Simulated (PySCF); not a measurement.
# What a mistake does to a calculation on B2GeH6Si

These are calculations, not measurements. The program is PySCF 2.14.0, an open-source quantum chemistry code, run on an isolated molecule that a program drew, which may never have been made. The molecule is B2GeH6Si (charge 0, singlet), drawn as the SMILES string `B[B]([SiH3])[GeH]`.

Each row is a Hartree-Fock (HF) and frozen-core CCSD(T) single point in the cc-pV(D+d)Z basis, meant for a local HF minimum. Run 1 is clean. Each other run has one planted mistake out of seven kinds, and not every kind appears here: one electron removed, one electron added, multiplicity raised by two, geometry at a saddle point, minimal basis STO-3G, one bond length entered in bohr, all coordinates scaled. The reference is restricted for singlets and unrestricted otherwise, and also for a bond in bohr. Adding or removing an electron swaps singlet and doublet. Electrons count all cores. HOMO and LUMO are orbital energies over both spins, the gradient is its largest component, and the lowest frequency (negative if imaginary) is given only where the gradient is small. Bond lengths are over the 9 bonds as drawn. T1 is the CCSD diagnostic: over 0.02 (restricted) or 0.045 (unrestricted) a single reference is doubtful. Germanium has the cc-pVDZ-PP basis, with a core potential (ECP10MDF) in place of its 10 inner electrons, and its 3s, 3p and 3d shells are frozen in CCSD(T).

Geometry of the clean run:
```xyz
10
B2GeH6Si, angstrom
B    -0.9225   -0.3317   -0.4910
B     0.4855    0.2982    0.1055
Si    1.8716    1.1229   -1.1604
Ge    1.0491    0.4031    2.0961
H    -1.9045    0.3532   -0.6140
H    -1.0060   -1.4882   -0.8101
H     1.3061    2.3686   -1.7352
H     2.2034    0.1815   -2.2566
H     3.1390    1.4793   -0.4702
H     1.7923   -0.9874    1.9114
```

| run | electrons | basis functions | <S^2> | HOMO (eV) | LUMO (eV) | gradient (hartree/bohr) | lowest frequency (cm^-1) | mean bond (Å) | longest bond (Å) | T1 | HF (hartree) | CCSD(T) (hartree) | mistake |
|---|---|---|---|---|---|---|---|---|---|---|---|---|---|
| 1 | 62 | 104 | 0.000 | -8.69 | 0.39 | 1.0e-05 | 71 | 1.5802 | 2.072 | 0.0207 | -635.09458 | -635.52049 | no fault |
| 2 | 61 | 104 | 0.785 | -16.08 | -6.61 | 2.5e-02 | - | 1.5802 | 2.072 | 0.0239 | -634.81467 | -635.21201 | one electron removed |
| 3 | 62 | 104 | 2.027 | -7.48 | -0.49 | 2.2e-02 | - | 1.5802 | 2.072 | 0.0211 | -635.05465 | -635.46051 | multiplicity raised by two |
| 4 | 62 | 104 | 0.000 | -8.65 | 0.15 | 3.7e-02 | - | 1.7067 | 2.237 | 0.0200 | -635.05506 | -635.48476 | all coordinates scaled |
| 5 | 63 | 104 | 0.765 | -1.23 | 6.06 | 2.3e-02 | - | 1.5802 | 2.072 | 0.0287 | -635.10892 | -635.55101 | ? |

**Which mistake was planted in run 5, and what did it cost?**

It counts 63 electrons, one more than the clean run, at the same geometry and basis. So the mistake is: one electron added. Subtracting run 1 and multiplying by 627.51 kcal/mol a hartree, the energy moved by -9.0 kcal/mol in HF and -19.2 kcal/mol in CCSD(T).

Cautions from the logs. Run 1: T1 is over the limit, so its CCSD(T) energy is less reliable.
